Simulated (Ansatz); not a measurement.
`O[SiH]1CN1` + H₂ → `C1N[SiH2]1` + H₂O at 298.15 K and 1 bar (hydrogenolysis of the Si–O bond).

Isolated molecules relaxed with PBE0-D4/def2-TZVP in Ansatz; ΔE leaves out vibrations. CCSD(T)/CBS adds triple-zeta CCSD(T) − MP2 to the extrapolated MP2 energy (def2 sets, frozen cores). This one scheme is used for every species. Each species was taken in one conformer, which may not be the lowest.

| species | CCSD(T)/CBS energy (Eh) | H − E (kJ/mol) | S (J/(mol·K)) |
| --- | --- | --- | --- |
| `O[SiH]1CN1` | -460.03264 | 187.7 | 296.5 |
| H₂ | -1.17544 | 35.1 | 130.4 |
| `C1N[SiH2]1` | -384.79623 | 167.2 | 268.2 |
| H₂O | -76.37941 | 66.4 | 188.7 |

H − E and S are ideal-gas, rigid-rotor, harmonic terms from PBE0-D4/def2-TZVP, for one conformer and one mirror image of each species. The MP2-based limit puts H₂ 0.8 mEh under its directly extrapolated value; such offsets cancel only in part. 1 Eh = 2625.50 kJ/mol, R = 8.31446 J/(mol·K).

**Question.** By hand: ΔE, ΔH, ΔS and ΔG.

**Answer.** ΔE = (-384.79623) + (-76.37941) − (-460.03264) − (-1.17544) = 0.03244 Eh = 85.2 kJ/mol. Δ(H − E) = 167.2 + 66.4 − 187.7 − 35.1 = 10.8, so ΔH = 96.0 kJ/mol. ΔS = 268.2 + 188.7 − 296.5 − 130.4 = 30.0 J/(mol·K). ΔG = 96.0 − 298.15 × (30.0)/1000 = 87.1 kJ/mol.

**Question.** By hand: the equilibrium constant, and the temperature at which ΔG would vanish if ΔH and ΔS stayed fixed.

**Answer.** log₁₀ K = −ΔG/(RT ln 10) = -15.3. ΔG = 0 at ΔH/ΔS = 3200 K, far beyond where these terms or the molecules hold.

ΔH outweighs TΔS. A doubt of 5 kJ/mol in ΔE shifts log₁₀ K by 0.9 here. Other conformers and mirror images would add mixing entropy, several J/(mol·K) or more a flexible species. These are equilibria of isolated gas molecules and say nothing of rates. Largest T1 diagnostic: 0.012 (customary marks: 0.02 for closed shells, 0.045 for open ones).
